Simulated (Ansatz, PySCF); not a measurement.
C₃H₉NOZn (SMILES C[O][Zn][N](C)C), singlet, geometry from GFN2-xTB (such geometries of metal compounds can be far from the true shape). Base run: PySCF with CASSCF(2,3)/STO-3G.

PySCF was given this input:
```python
from pyscf import gto, scf, mcscf
import numpy

mol = gto.Mole()
mol.atom = '''
    Zn    0.081241    0.378792   -0.401506
    O     0.766744   -0.987136   -1.299827
    C     1.426224   -1.248708   -2.496555
    H     0.827341   -0.970490   -3.371573
    H     2.395071   -0.738438   -2.556815
    H     1.605750   -2.329940   -2.534504
    N    -0.910867    0.205793    1.202298
    C    -1.556418    1.315398    1.865478
    C    -0.170788   -0.598289    2.151747
    H    -2.266601    0.909775    2.594295
    H    -0.856608    1.967086    2.407578
    H    -2.108913    1.910963    1.142961
    H     0.547636   -0.015332    2.747384
    H    -0.886721   -1.053461    2.844585
    H     0.353827   -1.397793    1.629784
'''
mol.basis = 'sto-3g'
mol.charge = 0
mol.spin = 0
mol.verbose = 3
mol.build()

mf = scf.RHF(mol)
mf.kernel()
mc = mcscf.CASSCF(mf, 3, 2)
mc.fix_spin_(ss=0.0)
mc.kernel()
occ = numpy.linalg.eigvalsh(mc.fcisolver.make_rdm1(mc.ci, mc.ncas, mc.nelecas))[::-1]
ss = mc.fcisolver.spin_square(mc.ci, mc.ncas, mc.nelecas)[0]
print('natural occupations', occ.round(4), ' <S^2>', round(ss, 4))
```

Programs used: Ansatz (an electronic-structure program), PySCF; a row that names a program was run with it.

Each row names what was changed in the base input (with any setting that the change needs).

```tsv
change	ΔE vs base (mEh)	natural occupations	<S^2> of the state	outcome
base	0.000	1.51 0.49 0.00	0.00	converged
conv_tol = 1e-5	0.012	1.51 0.48 0.00	0.00	converged
orbitals = fixed (CASCI)	44.284	1.93 0.06 0.01	0.00	converged
fix_spin_ = off	0.000	1.51 0.49 0.00	0.00	converged
code = ansatz	0.051	-	-	converged
code = ansatz; correction = SC-NEVPT2, all electrons	-286.3	-	-	converged
active space = 8 electrons, 7 orbitals	-64.249	1.99 1.97 1.39 1.17 0.84 0.62 0.02	0.00	converged
state_average = 2 states	10.606	-	-	converged
active space = 10 electrons, 8 orbitals	-68.340	1.99 1.99 1.97 1.44 1.18 0.83 0.58 0.02	0.00	converged
orbitals = fixed (CASCI); correction = SC-NEVPT2	-271.7	1.93 0.06 0.01	0.00	converged
active space = 6 electrons, 7 orbitals	-	-	-	not converged
```

Active orbitals are taken around the Fermi level unless the row says otherwise; CASSCF can end in different local minima, and two programs can end on different orbitals. State-averaged rows give the lowest state.
